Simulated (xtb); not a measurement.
C3H9NOSi, SMILES C1N(C)C[SiH]1O. All values are semi-empirical tight-binding results from xtb (GFN2-xTB unless named), good for trends rather than for accurate numbers. Coordinates come from a GFN2-xTB optimisation. The structure was generated by enumeration, and PubChem lists no compound with its InChIKey, so it may never have been made. One conformer was computed; it need not be the lowest.

Optimised geometry:

Bonded distances (Å): C1–N2 1.436, C1–H7 1.104, C1–H8 1.091, C1–H9 1.091, N2–C3 1.468, N2–C6 1.468, C3–Si4 1.913, C3–H10 1.092, C3–H11 1.098, Si4–O5 1.624, Si4–C6 1.913, Si4–H12 1.451, O5–H13 0.955, C6–H14 1.092, C6–H15 1.098. Bond angles (°): N2–C1–H7 112.7, N2–C1–H8 109.2, N2–C1–H9 109.2, H7–C1–H8 108.5, H7–C1–H9 108.5, H8–C1–H9 108.7, C1–N2–C3 116.0, C1–N2–C6 116.0, C3–N2–C6 101.6, N2–C3–Si4 89.5, N2–C3–H10 111.3, N2–C3–H11 112.5, Si4–C3–H10 120.9, Si4–C3–H11 114.0, H10–C3–H11 107.7, C3–Si4–O5 117.7, C3–Si4–C6 73.0, C3–Si4–H12 122.7, O5–Si4–C6 117.7, O5–Si4–H12 102.4, C6–Si4–H12 122.7, Si4–O5–H13 120.8, N2–C6–Si4 89.5, N2–C6–H14 111.3, N2–C6–H15 112.5, Si4–C6–H14 120.9, Si4–C6–H15 114.0, H14–C6–H15 107.7.

The point group as xtb finds it is Cs. The orbital gap is 4.29 eV, the dipole moment comes out as 0.26 D and the zero-point energy comes out as 74.3 kcal/mol. The G − E(el) at 298.15 K (modified RRHO) is 54.6 kcal/mol and the static polarisability (D4 model) is 75.8 bohr³. The solvation energy, GFN2-xTB/ALPB(water) comes out as -4.8 kcal/mol and the solvation energy, GFN2-xTB/ALPB(acetone) is -7.4 kcal/mol.

Computed atomic charges and the Wiberg bond orders between heavy atoms:
charges (e) C1 -0.01, N2 -0.21, C3 -0.10, Si4 0.53, O5 -0.46, C6 -0.10, H7 0.00, H8 0.03, H9 0.03, H10 0.01, H11 -0.01, H12 -0.06, H13 0.32, H14 0.01, H15 -0.01. Bond orders C1–N2 1.03, N2–C3 1.02, C3–Si4 0.85, Si4–O5 1.20, N2–C6 1.02, Si4–C6 0.85.
